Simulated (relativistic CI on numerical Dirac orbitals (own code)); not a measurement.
**What each ingredient does to the levels of Er48+**

Base calculation: Dirac-Coulomb-Breit CI, orbitals from a KLI potential per configuration, QED by a radiative potential, unscaled Slater integrals.

CI space (outside the closed core [Ne]): 3s2 3p6 3d2, 3s2 3p5 3d3, 3s 3p6 3d3, 3s2 3p6 3d 4s, 3s2 3p6 3d 4p, 3s2 3p6 3d 4d, 3s2 3p5 3d2 4s, 3s2 3p6 3d 4f, 3s2 3p5 3d2 4p, 3s2 3p5 3d2 4d, 3s 3p6 3d2 4s, 3p6 3d3 4p, 3s 3p6 3d2 4p, 3s2 3p6 4s2, 3s2 3p6 4s 4p, 3s2 3p6 3d 5s, 3s2 3p6 3d 5d, 3s2 3p6 3d 5g, 3p6 3d4, 3p5 3d5, 3p5 3d4 4s, 3p6 3d3 4s, 3p5 3d3 4s2, 3s2 3p6 4p2, 3s2 3p5 4s 4p2, 3s2 3p6 4s 4d, 3s2 3p5 4s2 4d, 3s 3p6 3d 4s2, 3s 3p6 4s2 4p, 3s 3p6 4s2 4d. Double excitations out of closed p, d and f shells are left out; levels of such configurations are missing from the list, as are those of other unlisted configurations, and high levels can miss mixing partners. These lack a partner that the ground configuration has and come out too high: 3s2 3p5 3d2 4p, 3s2 3p5 3d2 4d.

The lowest level and the first level of each name with at least 55 % of one term (blank where a level has no safe partner in the second run):

```tsv
Level	Base (cm⁻¹)	Shift (cm⁻¹)
3s2 3p6 3d2 3F_2	0	0
3s2 3p6 3d2 3P_0	169471	+1087
3s2 3p6 3d2 3F_3	383174	-31
3s2 3p6 3d2 1G_4	483509	-190
3s2 3p6 3d2 3P_1	495225	+146
3s2 3p6 3d2 3F_4	829931	-134
3s2 3p6 3d2 1S_0	1075687	+2080
3s2 3p5 3d3 5D°_0	2018901	-1099
3s2 3p5 3d3 3P°_1	2803516	-1281
3s2 3p5 3d3 3I°_7	2805720	-1740
```

At this charge energies of transitions that change n are usually good to better than 1 %, and those within a shell (Δn = 0) to a few per cent.

Q: One thing was changed in a second run, which moved the levels as shown. Which?
A. QED terms removed
B. non-relativistic limit
C. Breit term removed
D. valence Slater integrals scaled by 0.9
E. only the first 3 configurations

A: E. Only the first 3 configurations. With fewer configurations the levels that remain lose their mixing partners.

LS names give the leading component of a level, which can be under half, so a name can repeat, a term be missing and a line seem to break the LS rules.
